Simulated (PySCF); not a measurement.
Dipole response of Pt+ (platinum, charge +1)

[Xe] 4f14 5d9, 2D determinant. All numbers are calculated (PySCF 2.14, scalar relativity through the core potential, in aug-cc-pwCVTZ-PP with ECP60MDF). Coupled (time-dependent) response in atomic units; α is the mean over directions.

| method | mean α (bohr³) | α xx, yy, zz | C₆ (like pair) | S(−4) |
| --- | --- | --- | --- | --- |
| PBE0 | 16.02 | 15.90, 15.90, 16.24 | 120.5 | 82.07 |

S(−4) is the Cauchy moment in α(ω) = α(0) + S(−4) ω² + …

Spin-orbit coupling is absent.

α(iu) at PBE0:

```tsv
u (hartree)	α(iu) (bohr³)
0	16.02
0.0500	15.81
0.100	15.26
0.200	13.58
0.300	11.80
0.500	9.015
0.750	6.735
1.00	5.225
1.50	3.405
2.00	2.387
3.00	1.346
5.00	0.5873
```

A single London oscillator, α(iu) = α/(1 + u²/ω²), gives C₆ = (3/4) ω α². Matching the computed C₆ needs ω = 4 × 120.5 / (3 × 16.02²) = 0.626 hartree.

For an ion, C₆ is the dispersion term alone; charge-induced terms of lower order in 1/R come first.

The components differ because the open shell of this determinant is not spherical; for a pure term their mean is the scalar polarisability.

Energies and moments cover only the electrons outside the core potential. Spin-orbit coupling, absent here, splits the open shell strongly. ⟨S²⟩ = 0.93 against 0.75 shows spin contamination.
